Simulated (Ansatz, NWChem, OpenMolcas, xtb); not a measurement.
## How methods differ on CH6Sn (SMILES [CH3][SnH3])

CH6Sn: 8 atoms, total charge 0, spin state singlet. SMILES: `[CH3][SnH3]`. The shape is that of a PBE0-D4/def2-TZVP optimisation.

Each level gives the HOMO–LUMO gap (eV). The values are calculated.

```csv
level,kind,program,value (eV),CPU time
GFN2-xTB,semi-empirical,xtb,6.81,under 2 s
HF/def2-SVP (core potential),Hartree–Fock,Ansatz,14.66,1.4 s
SVWN5/def2-SVP (core potential),LDA,Ansatz,7.15,2.5 s
PBE/def2-SVP (core potential),GGA,NWChem,7.19,32 s
revPBE/def2-SVP (core potential),GGA,Ansatz,7.24,3.5 s
M06-L/def2-SVP (core potential),meta-GGA,OpenMolcas,8.03,34 s
B3LYP/def2-SVP (core potential),global hybrid,OpenMolcas,8.67,24 s
HSE06/def2-SVP (core potential),range-separated hybrid,Ansatz,8.41,4.6 s
B2PLYP/def2-SVP (core potential),double hybrid,OpenMolcas,11.14,15 s
```

The values span 6.81 to 14.66 eV. Orbital gaps aren't excitation energies, and those of double hybrids come from the SCF part alone; they tend to grow with the share of exact exchange. Times are those of the runs behind each value, whatever else they computed, on shared processors of several kinds: orders of magnitude only.
